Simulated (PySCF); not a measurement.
Electric field gradients and quadrupole coupling constants

Species: C₅H₆N₂O.
Structure used (GFN2-xTB), in Å, numbered top down from 1:
```xyz
14
C5H6N2O angstrom
C     -2.709   -0.700    0.063
C     -2.127    0.494    0.070
C     -0.700    0.678    0.032
N     -0.068    1.813    0.038
N      1.247    1.538   -0.006
C      1.371    0.250   -0.036
C      2.622   -0.531   -0.088
O      0.168   -0.367   -0.015
H     -3.780   -0.801    0.092
H     -2.132   -1.609    0.028
H     -2.686    1.416    0.104
H      2.640   -1.148   -0.985
H      3.462    0.155   -0.097
H      2.689   -1.188    0.778
```

Field gradients from the PBE0/pcSseg-1 density (PySCF, non-relativistic), principal values in atomic units, ordered |Vxx| ≤ |Vyy| ≤ |Vzz|:

```
atom      Vxx      Vyy      Vzz
  N4   0.4416   0.6347  -1.0763
  N5   0.4140   0.6550  -1.0690
  O8  -0.6056  -0.7527   1.3583
```

**Question.** Find the asymmetry η = (Vxx − Vyy)/Vzz and the couplings χ = eQV/h (234.96 MHz × Q in barn × V in au), with Q(14N) = 0.02044 b, Q(17O) = −0.0256 b.

**Answer.** 
```csv
atom,environment,nucleus,η,χzz (MHz),χxx (MHz),χyy (MHz)
N4,pyridine-type nitrogen,14N,0.18,-5.17,2.12,3.05
N5,pyridine-type nitrogen,14N,0.23,-5.13,1.99,3.15
O8,furan-type oxygen,17O,0.11,-8.17,3.64,4.53
```

The tensor is traceless: Vxx + Vyy + Vzz = 0.

**Question.** What is Vzz at N5 in SI units (1 au = 9.71736 × 10²¹ V/m²)?

**Answer.** -1.0690 au = -10.388 × 10²¹ V/m².

**Question.** And the gradient at the other heavy atoms, for which no coupling is worked out here?

**Answer.** 
```json
{"atom": "C1", "environment": "terminal =CH2 carbon", "Vzz (au)": "0.355", "η": "0.22"}
{"atom": "C2", "environment": "alkene CH carbon", "Vzz (au)": "0.277", "η": "0.88"}
{"atom": "C3", "environment": "substituted aromatic carbon", "Vzz (au)": "-0.368", "η": "0.60"}
{"atom": "C6", "environment": "substituted aromatic carbon", "Vzz (au)": "-0.375", "η": "0.42"}
{"atom": "C7", "environment": "benzylic-type carbon", "Vzz (au)": "0.132", "η": "0.37"}
```

**Question.** What couplings would deuterons (Q(2H) = 0.00286 b) have in place of the hydrogens, at this geometry?

**Answer.** 
```json
{"atom": "H9", "bonded to": "C1", "bond length (Å)": "1.076", "Vzz (au)": "0.3375", "η": "0.04", "χzz (kHz)": "227"}
{"atom": "H10", "bonded to": "C1", "bond length (Å)": "1.078", "Vzz (au)": "0.3310", "η": "0.05", "χzz (kHz)": "222"}
{"atom": "H11", "bonded to": "C2", "bond length (Å)": "1.079", "Vzz (au)": "0.3248", "η": "0.06", "χzz (kHz)": "218"}
{"atom": "H12", "bonded to": "C7", "bond length (Å)": "1.089", "Vzz (au)": "0.3088", "η": "0.04", "χzz (kHz)": "208"}
{"atom": "H13", "bonded to": "C7", "bond length (Å)": "1.085", "Vzz (au)": "0.3128", "η": "0.03", "χzz (kHz)": "210"}
{"atom": "H14", "bonded to": "C7", "bond length (Å)": "1.089", "Vzz (au)": "0.3085", "η": "0.04", "χzz (kHz)": "207"}
```

Geometry: GFN2-xTB, one conformer, isolated molecule. GFN2-xTB bond lengths can be off by several hundredths of an ångström, more for odd bonds, and the gradients follow them. With so small a basis the couplings can be 20 % off.

The run behind these numbers computed NMR shieldings as well. The run took about 50 s of CPU time (one thread, shared machine).
